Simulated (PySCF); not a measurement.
## Excitation energy of O+ by level of theory

O+ [He] 2s2 2p3 (4S) → O+ [He] 2s2 2p2 3s1 (4P), as a difference of total energies. Computed with PySCF 2.14 in aug-cc-pwCVDZ, with no relativity, point nucleus. Correlated levels: valence: 1s2 frozen. The calculations carry no spin-orbit coupling.

```csv
method,excitation energy (eV)
UHF,22.760
MP2 (valence),22.966
CCSD (valence),22.761
CCSD(T) (valence),22.746
```

Estimate what CCSDT (valence) gives.

22.743 eV, closest to CCSD(T) (valence) among the rows shown.

Estimate what SCS-MP2 (valence) gives.

22.798 eV, closest to CCSD (valence) among the rows shown.

Errors of the correlated levels include the incompleteness of this basis and the frozen core.

For comparison: 22.987 eV (measured; NIST levels, between the centres of gravity of the two terms).
